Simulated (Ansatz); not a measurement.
`O=C[SiH]([SiH3])[SiH3]` at its PBE0-D4/def2-TZVP geometry, where that method's forces vanish. Charge 0, multiplicity 1.

```xyz
13

O    -2.2421   -1.3604    0.3818
C    -1.1017   -1.5968    0.6887
Si    0.2977   -0.2729    0.5509
Si    1.2860   -0.5456   -1.5555
Si   -0.6575    1.8469    0.7939
H    -0.8293   -2.6192    1.0450
H     1.3162   -0.5652    1.6016
H     1.7953   -1.9341   -1.7151
H     2.4199    0.4047   -1.7062
H     0.2759   -0.2728   -2.6107
H    -1.4285    1.9243    2.0619
H    -1.5560    2.1230   -0.3555
H     0.4240    2.8680    0.8191
```

Question: What forces (eV/Å) does r2SCAN-D4/def2-TZVPP give on these atoms in Ansatz? (An estimate is asked.)

Answer: Ansatz gave: 
```
O1  -0.423  0.080 -0.118
C2   0.326 -0.048  0.081
Si3  0.049  0.035  0.034
Si4  0.011 -0.006 -0.018
Si5  0.003  0.018 -0.005
H6   0.032 -0.074  0.028
H7   0.011  0.000 -0.014
H8  -0.006  0.025 -0.003
H9  -0.016 -0.018 -0.007
H10  0.020 -0.006  0.018
H11  0.008  0.004 -0.022
H12  0.012  0.001  0.024
H13 -0.027 -0.011  0.001
```
